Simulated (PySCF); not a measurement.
Several orderings of computed values.

All species are isolated and taken at one optimised geometry, non-relativistic unless stated. Electronic properties by PySCF.

The conformers computed, where there is a choice (atom-mapped SMILES and torsion angles):
- `[CH2:1]=[C:2]([CH3:3])[C@H:4]([CH3:5])[C:6]#[N:7]`: C1–C2–C4–C5 -114°
- `[CH:1]#[C:2]/[CH:3]=[CH:4]/[C:5](=[CH:6]/[CH3:7])/[CH:8]=[CH:9]/[C:10]#[N:11]`: C3–C4–C5–C6 -160°, C4–C5–C8–C9 40°
- `[CH2:1]=[CH:2][CH2:3][CH2:4]/[CH:5]=[CH:6]\[CH:7]([F:8])[F:9]`: C1–C2–C3–C4 120°, C2–C3–C4–C5 66°, C3–C4–C5–C6 -107°, C5–C6–C7–F8 -104°
- `[CH:1]#[C:2][CH2:3][C:4](=[O:5])[C:6]#[CH:7]`: C2–C3–C4–O5 -130°
- `[CH2:1]=[C:2]([C:3]#[N:4])/[CH:5]=[C:6]\[Cl:7]`: C1–C2–C5–C6 180°
- `[CH2:1]=[CH:2][Si@H:3]1[SiH2:4][Si@H:5]([CH:6]=[O:7])[SiH2:8]1`: C1–C2–Si3–Si4 130°, Si4–Si5–C6–O7 -46°
- `[CH2:1]=[CH:2][c:3]1[cH:4][cH:5][c:6]2[cH:7][cH:8][cH:9][n:10]2[cH:11]1`: C1–C2–C3–C4 0°
- `[CH2:1]=[C:2]([CH3:3])[C:4]1=[CH:5][CH:6]=[C:7]([C:8]#[N:9])[C:10]1=[CH2:11]`: C1–C2–C4–C5 -143°
- `[CH2:1]=[CH:2][Si:3]1([CH:4]=[O:5])[SiH2:6][SiH2:7][SiH2:8]1`: C1–C2–Si3–C4 177°, C2–Si3–C4–O5 180°
- `[CH2:1]=[C:2]([C:3]#[N:4])[CH:5]([CH3:6])[CH3:7]`: C1–C2–C5–C6 -119°

The conformers of `FC(F)(F)O[C@H]1C[SiH2]N[SiH2]1` aren't listed.

Problem. Rank by smallest rotational constant, highest first (GFN2-xTB).
A. `C=CCC/C=C\C(F)F`
B. `C#C/C=C/C(=C/C)/C=C/C#N`
C. `C=C(C)[C@H](C)C#N`
D. `C=C(C#N)/C=[C]\Cl` [radical]
E. `C#CCC(=O)C#C`

Solution. C (1.792 GHz), E (1.561 GHz), D (1.176 GHz), A (0.742 GHz), B (0.436 GHz).

Problem. Give the two extremes of that set in cm⁻¹.

Solution. `C#C/C=C/C(=C/C)/C=C/C#N`: 0.0145 cm⁻¹; `C=C(C)[C@H](C)C#N`: 0.0598 cm⁻¹.

Problem. Rank by HOMO energy, highest first (PBE0/pcSseg-1 at GFN2-xTB geometries).
A. `C=C(C)[C@H](C)C#N`
B. `C=C[Si@H]1[SiH2][Si@H](C=O)[SiH2]1`
C. `C=Cc1ccc2cccn2c1`
D. `C=C(C)C1=CC=C(C#N)C1=C`
E. `FC(F)(F)O[C@H]1C[SiH2]N[SiH2]1`

Solution. C (-5.57 eV), D (-6.57 eV), B (-6.85 eV), E (-7.52 eV), A (-7.79 eV).

Problem. Rank by dipole moment, highest first (PBE0/pcSseg-1 at GFN2-xTB geometries).
A. `[Si@H]1([SiH2][Si@H]([SiH2]1)C=O)C=C`
B. `C=Cc1ccc2cccn2c1`
C. `C=C(C)C1=CC=C(C#N)C1=C`
D. `C=C[Si]1(C=O)[SiH2][SiH2][SiH2]1`
E. `C=CCC/C=C\C(F)F`

Solution. C (4.97 D), E (2.98 D), D (2.80 D), A (1.76 D), B (0.81 D).

Problem. Rank by HOMO–LUMO gap, lowest first (PBE0/pcSseg-1 at GFN2-xTB geometries).
A. `C=C(C#N)C(C)C`
B. `C=C(C)[C@H](C)C#N`
C. `C=C(C)C1=CC=C(C#N)C1=C`
D. `C#CCC(=O)C#C`
E. `C#C/C=C/C(=C/C)/C=C/C#N`
F. `C=CCC/C=C\C(F)F`
G. `C=C[Si@H]1[SiH2][Si@H](C=O)[SiH2]1`
H. `C=C[Si]1(C=O)[SiH2][SiH2][SiH2]1`

Solution. C (3.72 eV), E (4.54 eV), H (4.93 eV), G (5.12 eV), D (5.80 eV), A (6.72 eV), F (7.20 eV), B (7.65 eV).
